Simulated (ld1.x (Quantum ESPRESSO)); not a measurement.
**Reading a pseudo-wave (F)**

Columns: radius, all-electron u(r) and pseudo u(r) of the 2s shell (level -29.57 eV) of fluorine in the configuration [He] 2s2 2p5; LDA (PZ), non-relativistic, TM scheme, ld1.x (Quantum ESPRESSO) 7.5.

```tsv
r (bohr)	all-electron	pseudo
0.050	0.3806	-0.0546
0.100	0.4489	-0.1116
0.150	0.3532	-0.1733
0.200	0.1799	-0.2423
0.250	-0.0209	-0.3206
0.300	-0.2205	-0.4091
0.350	-0.4037	-0.5070
0.400	-0.5631	-0.6104
0.450	-0.6962	-0.7131
0.500	-0.8028	-0.8070
0.550	-0.8849	-0.8855
0.600	-0.9448	-0.9448
0.650	-0.9853	-0.9853
0.700	-1.0092	-1.0092
0.750	-1.0193	-1.0193
0.800	-1.0179	-1.0179
0.850	-1.0072	-1.0072
0.900	-0.9891	-0.9891
0.950	-0.9653	-0.9653
1.000	-0.9370	-0.9370
1.050	-0.9055	-0.9055
1.100	-0.8717	-0.8717
1.150	-0.8363	-0.8363
1.200	-0.8001	-0.8001
1.250	-0.7635	-0.7635
1.300	-0.7270	-0.7270
```

(1) How many radial nodes do the two functions have?

(2) At about which radius was the pseudo-wave matched?

(3) Is the pseudo-wave norm-conserving?

## Answers

(1) The all-electron 2s function has n − l − 1 = 1; the pseudo-wave has 0, since the states of the same l below it are removed with the core.

(2) 0.65 bohr, where the columns begin to agree (steps of 0.05 bohr).

(3) Yes: the TM scheme keeps the norm inside the radius equal to the all-electron one, which fixes the energy derivative of the logarithmic derivative at the level.
